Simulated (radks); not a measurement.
Sc IV, configuration [Ne] 3s2 3p5 7s1 (not the ground configuration). Calculated with a radial shooting solver on a logarithmic mesh with Libxc functionals: Dirac Kohn-Sham, LDA (Slater exchange, Perdew-Wang correlation), spin-unpolarised, spherical densities, point nucleus; open shells fill j = l - 1/2 first.

Normalised radial functions P(r) = r R(r) (large component), r in bohr:

r,2p1/2,7s1/2
0.005117,0.0087,0.0130
0.005957,0.0114,0.0149
0.006935,0.0150,0.0169
0.008073,0.0197,0.0192
0.009399,0.0260,0.0216
0.01094,0.0342,0.0243
0.01284,0.0456,0.0272
0.01495,0.0598,0.0302
0.0174,0.0782,0.0331
0.02026,0.1021,0.0360
0.02358,0.1328,0.0386
0.02746,0.1718,0.0407
0.03196,0.2211,0.0421
0.03721,0.2827,0.0425
0.04332,0.3586,0.0415
0.05043,0.4508,0.0387
0.05871,0.5607,0.0337
0.06834,0.6890,0.0261
0.07956,0.8348,0.0159
0.09262,0.9952,0.0029
0.1078,1.1648,-0.0123
0.1255,1.3349,-0.0290
0.1461,1.4935,-0.0458
0.1701,1.6261,-0.0607
0.1981,1.7166,-0.0712
0.2306,1.7498,-0.0747
0.2684,1.7147,-0.0688
0.315,1.5993,-0.0507
0.3667,1.4209,-0.0224
0.4269,1.1916,0.0143
0.497,0.9358,0.0543
0.5786,0.6822,0.0901
0.6735,0.4568,0.1126
0.7841,0.2776,0.1135
0.9128,0.1510,0.0873
1.063,0.0723,0.0344
1.237,0.0299,-0.0363
1.44,0.0104,-0.1078
1.677,0.0030,-0.1565
1.952,0.0007,-0.1593
2.272,0.0001,-0.1032
2.645,0.0000,0.0034
3.08,0.0000,0.1252
3.585,0.0000,0.2063
4.174,0.0000,0.1907
4.859,0.0000,0.0626
5.656,0.0000,-0.1234
6.585,0.0000,-0.2577
7.728,0.0000,-0.2241
8.996,0.0000,-0.0223
10.47,0.0000,0.2294
12.19,0.0000,0.3848
14.19,0.0000,0.3578
16.52,0.0000,0.2149
19.24,0.0000,0.0858
22.39,0.0000,0.0228
26.07,0.0000,0.0040
30.35,0.0000,0.0005
35.33,0.0000,0.0000

2p1/2: eigenvalue -444.45 eV, 0 radial nodes, <r> = 0.306 bohr, 90 % of the charge inside 0.505 bohr. 7s1/2: eigenvalue -6.371 eV, 6 radial nodes at r = 0.0955, 0.404, 1.15, 2.63, 5.12, 9.12 bohr, <r> = 11.8 bohr, 90 % of the charge inside 16.0 bohr.
